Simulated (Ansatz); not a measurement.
Program: Ansatz. Geometries: PBE0-D4/def2-TZVP. ΔE: electronic, gas phase. CCSD(T)/CBS is the MP2 limit (def2-TZVPP, def2-QZVPP) plus CCSD(T) − MP2 in def2-TZVPP, frozen cores. Functionals use def2-TZVPP. One conformer a species, not always the lowest.

`C[Si](F)(F)[SiH3]` + `BC#CBO` → `B[Si](F)(F)[SiH3]` + `CC#CBO`  (redistribution)

| level | ΔE (kJ/mol) |
| --- | --- |
| PBE | 121.3 |
| PBE0 | 119.9 |

(1) What does CCSD(T)/CBS give? (Best estimate.)

Largest T1 diagnostic among the species: 0.016.

Answers

(1) Computed: +122.9 kJ/mol. The listed levels differ from it by -1.6, -3.0 kJ/mol.

Leaving LDA and LC-ωPBE aside and taking each functional with its dispersion term where it has one, the values, not all of them listed here, spread over 12.4 kJ/mol, from ωB97X-V to r2SCAN-D4. LDA lies +3.5 kJ/mol from PBE without D4. From r2SCAN to r2SCAN0 (25 % exact exchange), in def2-TZVPP and without D4, ΔE moves by −3.3 kJ/mol. At CCSD(T), def2-SVP lies −8.9 kJ/mol from the extrapolated value and def2-TZVPP −1.0 kJ/mol.
